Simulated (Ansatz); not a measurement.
Job for Ansatz (a first-principles code): R-CCSD(T)/def2-TZVPP on CH3ITe (SMILES C[Te]I), a point of a torsion scan. Elements past Kr take the def2 small-core potentials; no spin–orbit coupling. The run froze 19 orbitals, filled d shells among them.

Ansatz 0.2 input:
```yaml
crystal:
  periodic: [false, false, false]
  atoms:
    - {symbol: C, position_ang: [-0.71983039, -0.05205589, 0.00048037]}
    - {symbol: Te, position_ang: [0.90363668, 1.36149464, -0.08285816]}
    - {symbol: I, position_ang: [2.83077382, -0.49551987, -0.15777292]}
    - {symbol: H, position_ang: [-0.85347269, -0.43603412, 1.00413142]}
    - {symbol: H, position_ang: [-1.61172110, 0.48756157, -0.29038191]}
    - {symbol: H, position_ang: [-0.55530060, -0.86783672, -0.69111818]}
basis:
  gaussian:
    orbitals: def2-TZVPP
magnetization: {spin_polarized: false}
correlation: {method: ccsd_t, electrons: outside_noble_gas}
scf: {lower_state_search: off}
```

Program output:

```
WARN ansatz: RAYON_NUM_THREADS=1 ignored (pool sized by the plan → 1); use --threads N
Functional definition: HF
these checks for a lower state are left out or cut short: stability, starts, cluster_reference, orbital_swaps, neighbouring_geometries, increment
integrals: 0.53 GiB planned
1369 factors; integrals over basis functions are off by at most 8.5e-4 eV
mean field: 0.59 GiB planned
mean field evaluation 1: about -16415.5509 eV, gradient 2.2e1 eV
mean field evaluation 2: about -16415.6689 eV, gradient 2.3e1 eV
mean field evaluation 4: about -16417.0690 eV, gradient 3.1e0 eV
mean field evaluation 8: about -16417.0999 eV, gradient 2.0e-1 eV
mean field -16417.10009629 eV, -603.3173006286 hartree, gradient 9.3e-6 eV, S^2 0.000000; 0 other end points of the search recorded, 0 dependent functions left out
19 core orbitals not correlated
reference -16417.10009629 eV, -603.3173006286 hartree; 10, 10 occupied and 144, 144 virtual orbitals, 1369 factors
second order -12.17968332 eV of doubles, -0.00000000 eV of singles
coupled cluster: 1.50 GiB planned
cycle   1  -12.85645357 eV  change   -6.8e-1 eV  update   8.3e-2
cycle   2  -13.19691016 eV  change   -3.4e-1 eV  update   2.5e-2
cycle   3  -13.25128221 eV  change   -5.4e-2 eV  update   1.1e-2
cycle   4  -13.24756312 eV  change    3.7e-3 eV  update   3.0e-3
cycle   5  -13.24731834 eV  change    2.4e-4 eV  update   1.3e-3
cycle   6  -13.24730989 eV  change    8.4e-6 eV  update   4.2e-4
cycle   7  -13.24725595 eV  change    5.4e-5 eV  update   1.4e-4
cycle   8  -13.24728139 eV  change   -2.5e-5 eV  update   4.6e-5
cycle   9  -13.24727825 eV  change    3.1e-6 eV  update   1.5e-5
perturbative correction -0.57235977 eV, -0.0210338336 hartree
Total energy: -16430.91973431 eV, -603.8251629586 hartree
Checks for a lower state left out: stability, starts, cluster_reference, orbital_swaps, neighbouring_geometries, increment
```

The calculation finished and met its thresholds.

Cost: about 22 core-seconds (a rough figure).
